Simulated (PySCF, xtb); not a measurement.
AsF2, SMILES F[As]F, multiplicity 2.

The structure is a stationary point at B3LYP-D3(BJ)/def2-TZVP. The isomer is the one that the SMILES or the coordinates give; other isomers of the formula were not compared.

Computed with C-PCM-M06-2X/def2-SVP (PySCF).

The values are the electrostatic part of the solvation free energy, E(continuum) − E(gas) at the gas-phase geometry, in a cavity of scaled van der Waals radii (PySCF's table); cavitation and dispersion terms are not included. The dipole moment in vacuum is 2.39 D.

Computed values in water (ε = 78.36), 1-octanol (ε = 9.86), benzene (ε = 2.27):
```tsv
solvent	ε	ΔG(elec) (kcal/mol)	dipole (D)
water	78.36	-4.5	2.90
1-octanol	9.86	-4.0	2.85
benzene	2.27	-2.4	2.66
```

For comparison, GFN2-xTB/ALPB(water) (xtb, at the GFN2-xTB geometry, all terms of that model) gives -2.0 kcal/mol.
